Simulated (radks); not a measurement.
Values are calculated unless marked as measured or tabulated.
All-electron atom: Os27+ in [Kr] 4d10 4f3. Code: a radial shooting solver on a logarithmic mesh with Libxc functionals. Model: scalar-relativistic Kohn-Sham, r2SCAN, spin-polarised, spherical densities, finite nucleus; open shells are filled with parallel spins first (spin-orbit coupling, left out, can overturn this in heavy ions); meta-GGA in the generalised Kohn-Sham scheme; Fermi nuclear charge, rms radius 5.4126 fm. Some entries of the table are withheld. Estimate them.

orbital  occ.  eigenvalue (eV)  <r> (bohr)
1s down     1        -74839.15     0.01774
1s up       1        -74839.13     0.01774
2s up       1        -13806.19     0.07491
2s down     1        -13806.14     0.07491
2p up       3        -12135.91     0.06730
2p down     3        -12135.85     0.06730
3s up       1        -3918.455      0.1933
3s down     1        -3913.964      0.1931
3p up       3        -3425.442      0.1938
3p down     3        -3420.907      0.1936
3d up       5        -2875.043      0.1757
3d down     5        -2871.573      0.1755
4s up       1        -1479.457      0.4126
4s down     1        -1472.736      0.4132
4p up       3        -1307.213      0.4310
4p down     3        -1300.781      0.4317
4d up       5              (1)      0.4405
4d down     5              (2)      0.4413
4f up       3        -870.1503         (3)
4f down     0        -862.6180         (4)

Answer. 
(1) 4d up eigenvalue (eV): -1096.319
(2) 4d down eigenvalue (eV): -1089.779
(3) 4f up <r> (bohr): 0.4272
(4) 4f down <r> (bohr): 0.4283
